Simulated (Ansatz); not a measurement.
The cluster Mg₃O₂⁻. Charge -1, multiplicity 2. Geometry PBE-D4/def2-SVP, that of the neutral singlet; atoms count from 1.

```xyz
5

Mg   -0.120    1.433   -0.752
Mg   -0.830   -0.915    0.065
Mg    1.735   -1.139    1.348
O    -1.679    0.423   -0.974
O     0.893    0.198    0.313
```

The charge -1 doublet is spin-contaminated (final ⟨S²⟩ up to 0.91, 0.75 for a pure state). Another isomer (singlet) lies 0.04 eV lower at PBE0-D4/def2-TZVP.

(1) Estimate the Mulliken populations from the PBE0/def2-TZVPD orbitals of Ansatz.

(2) Where does the spin sit?

(3) And the Mayer bond orders between bonded heavy atoms (over 0.3)?

## Answers

(1) 
```tsv
atom	charge (e)	spin (α − β)
Mg1	0.55	0.45
Mg2	0.28	0.09
Mg3	-0.06	0.40
O4	-1.04	-0.03
O5	-0.72	0.08
```
Mulliken values and Mayer orders depend strongly on the basis. With diffuse functions, as here, like atoms can get unlike values, and bond orders can come out too low or too high.

(2) Summed by element: Mg 0.95, O 0.05, of 1 unpaired in all. Largest on single atoms: Mg1 0.45, Mg3 0.40, Mg2 0.09.

(3) Mg1–Mg2 0.33 (2.59 Å); Mg1–O4 0.62 (1.87 Å); Mg1–O5 0.43 (1.92 Å); Mg2–Mg3 0.91 (2.88 Å); Mg2–O4 0.78 (1.89 Å); Mg3–O5 0.44 (1.89 Å). Values over 0.3 also appear between atoms too far apart for a bond (Mg1–Mg3 0.48 at 3.80 Å); they arise where an orbital or an unpaired electron spreads over both atoms.
